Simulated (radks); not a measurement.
Species: Ar. Configuration: [Ar]. Method: scalar-relativistic Kohn-Sham, BLYP, spin-polarised, spherical densities, point nucleus; computed with a radial shooting solver on a logarithmic mesh with Libxc functionals. Some entries of the table are withheld. Estimate them.

| orbital | occ. | eigenvalue (eV) | <1/r> (bohr^-1) | r(max) (bohr) |
|---|---|---|---|---|
| 1s | 2 | -3122.022 | 17.69 | 0.05606 |
| 2s | 2 | (1) | (2) | 0.3386 |
| 2p | 6 | -230.0277 | (3) | (4) |
| 3s | 2 | (5) | 0.9919 | 1.172 |
| 3p | 6 | -10.1415 | 0.8291 | 1.286 |

Answer. 
(1) 2s eigenvalue (eV): -296.9247
(2) 2s <1/r> (bohr^-1): 3.550
(3) 2p <1/r> (bohr^-1): 3.453
(4) 2p r(max) (bohr): 0.2806
(5) 3s eigenvalue (eV): -24.1339
